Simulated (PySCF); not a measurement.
## Correlation energy of Se²³⁺ (selenium, charge +23)

[Ne] 3s1, 2S determinant. Calculation: PySCF 2.14, in an uncontracted even-tempered set (18 s from 2.5 bohr⁻², ratio 2.5; 11 p from 3.2 bohr⁻², ratio 2.5; 5 d from 12 bohr⁻², ratio 2.7; 4 f from 19 bohr⁻², ratio 2.7); scalar relativity by spin-free X2C-1e. Frozen: 1s2; 9 electrons correlated; the 19 highest virtual orbitals of each spin left out.

```tsv
level	correlation energy (mhartree)
CCSD	-321.49
(T)	-0.25
CCSD(T)	-321.74
```

Diagnostics: T1 = 0.00020, D1 = 0.0008, largest double amplitude 0.004.

Cost of the coupled-cluster step: roughly 25 core-seconds, for 9 correlated electrons.

At this charge the one-electron X2C treatment keeps the bare 1/r₁₂, with no two-electron picture change or Breit term. The effect here is smaller than on the frozen 1s shell; and a scalar Hamiltonian misses the large spin-orbit splitting of the p shells, which matters for ns² → np² pairs.
